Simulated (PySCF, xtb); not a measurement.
H3NSn, SMILES [NH2][SnH] (connectivity only; charge and spin as stated), neutral, multiplicity 1.

GFN2-xTB run with xtb at its own geometry gives an orbital gap of 3.57 eV and a dipole moment of 3.06 D.

Geometry optimised at B3LYP-D3(BJ)/def2-TZVP. The def2 effective core potentials stand for the cores of Sn; spin–orbit coupling is left out.

### Question
What does PySCF with HF/def2-TZVPD give? (Estimate from the structure and the level; the computed values follow.)

### Answer
gap 9.31 eV (levels -8.76 and 0.55 eV), dipole 0.58 D.
